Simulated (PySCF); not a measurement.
[InCl4]- (singlet). All numbers come from PBE0 in PySCF with In def2-SVPD with ECP28, Cl def2-SVPD; scalar-relativistic core potentials, no spin–orbit coupling; density-fitted integrals.

Harmonic bands of its minimum:

```tsv
ω (cm⁻¹)	IR (km/mol, summed over degenerate members)	degeneracy
76	0.0	2
107	42.9	3
304	0.0	1
326	247	3
```

Task: The central atom is In. Infer the point group and assign the bands.

Result: Td. The modes span e + 2t2 + a1: 76 e, 107 t2, 304 a1, 326 t2. The computed geometry has In–Cl 2.410 Å (×4); Cl–In–Cl 109.5° (×6).

Other isomers or separated fragments may lie lower. The lowest empty level of this anion is unbound, so it and the gap depend on the basis.
